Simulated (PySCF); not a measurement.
Field gradients at the hydrogen positions

Compound: C6H11NOSi.
Numbering: `[CH2:1]=[CH:2][C@@H:3]([CH2:4][CH3:5])[O:6][SiH2:7][C:8]#[N:9]` (hydrogens: H10, H11 on C1; H12 on C2; H13 on C3; H14, H15 on C4; H16, H17, H18 on C5; H19, H20 on Si7)

Structure used (GFN2-xTB), in Å, numbered top down from 1:
```
atom  x, y, z in Å
C1    -0.2971    1.9165    1.0307
C2    -0.2548    0.9728    0.1104
C3     0.0318   -0.4713    0.3928
C4    -1.1496   -1.3617   -0.0088
C5    -2.3812   -1.0921    0.8445
O6     1.1625   -0.9068   -0.3312
Si7    2.6033   -0.2406   -0.5983
C8     2.4605    1.3773   -1.5379
N9     2.3674    2.3606   -2.1185
H10   -0.1422    1.6986    2.0750
H11   -0.4959    2.9441    0.7806
H12   -0.4025    1.2037   -0.9356
H13    0.2414   -0.6032    1.4643
H14   -1.3745   -1.1821   -1.0618
H15   -0.8396   -2.4032    0.0952
H16   -3.2025   -1.7309    0.5306
H17   -2.6917   -0.0545    0.7474
H18   -2.1721   -1.2905    1.8933
H19    3.2017   -1.2440   -1.4621
H20    3.3300    0.1179    0.6223
```

Level: PBE0/pcSseg-1 (PySCF, non-relativistic); Q(2H) = 0.00286 b; rigid geometry, the same for H and D, with no vibrational averaging.

**Question.** Rank these positions by the coupling χzz of a deuteron there, largest first.
A. H20 (Si–H hydrogen)
B. H15 (methylene hydrogen)
C. H17 (methyl hydrogen)
D. H19 (Si–H hydrogen)
E. H12 (vinylic hydrogen)
F. H13 (methine hydrogen)

**Answer.** E (217 kHz), C (210 kHz), B (204 kHz), F (188 kHz), D (111 kHz), A (104 kHz).

**Question.** Give the electric field gradient Vzz (the principal value of largest size), its asymmetry and the 2H coupling at each hydrogen.

**Answer.** 
```
atom  bonded to  bond length (Å)  Vzz (au)     η  χzz (kHz)
 H10         C1            1.078    0.3338  0.05        224
 H11         C1            1.076    0.3364  0.04        226
 H12         C2            1.081    0.3226  0.05        217
 H13         C3            1.100    0.2804  0.05        188
 H14         C4            1.092    0.3029  0.03        204
 H15         C4            1.092    0.3035  0.02        204
 H16         C5            1.087    0.3172  0.02        213
 H17         C5            1.087    0.3120  0.02        210
 H18         C5            1.088    0.3150  0.02        212
 H19        Si7            1.453    0.1654  0.01        111
 H20        Si7            1.465    0.1551  0.02        104
```

**Question.** Average by the element that carries the hydrogen.

**Answer.** on C: 211 kHz over 9 positions, mean bond length 1.087 Å; on Si: 108 kHz over 2 positions, mean bond length 1.459 Å.

**Question.** How does χzz go with the bond length over the 9 C–H bonds?

**Answer.** A straight-line fit has a slope of -15.4 kHz for each 0.01 Å, with a correlation coefficient of -0.99, over lengths from 1.076 to 1.100 Å. The longer bonds have the smaller couplings here.

**Question.** A static deuteron (I = 1) shows a doublet split by (3/2)χ, (3/4)χ(1 + η) and (3/4)χ(1 − η) with the field along z, y and x of the gradient. What are these for H13?

**Answer.** With |χ| = 188.4 kHz and η = 0.053: 283, 149 and 134 kHz, to first order and without motion.

The structure is a single GFN2-xTB conformer in the gas phase; no vibrational or solvent corrections. GFN2-xTB bond lengths can be off by several hundredths of an ångström, more for odd bonds, and the gradients follow them. These gradients aren't converged with respect to the basis.
